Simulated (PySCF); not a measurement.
H₂O, SMILES [OH2+], charge +1, multiplicity 2. The structure is a stationary point at PBE0-D3(BJ)/def2-TZVPD.

Method: PBE0-D3(BJ)/def2-TZVPD in PySCF.

Harmonic wavenumbers (cm⁻¹): 1450, 3372, 3417. Rotational constants (GHz): 841.3, 372.5, 258.2; symmetry number 2.

Question: Work out the zero-point energy and the ideal-gas rigid-rotor harmonic-oscillator thermochemistry at 298.15 K and 1 atm.

Answer: ZPE = ½ Σ hcν = ½ × 8239 cm⁻¹ = 11.78 kcal/mol. H − E(el) = 14.15 kcal/mol. Entropy in cal/(mol K): translation 34.61, rotation 10.68, vibration 0.01, spin 1.38, total 46.68. G − E(el) = 0.23 kcal/mol. Cp = 8.04 cal/(mol K).
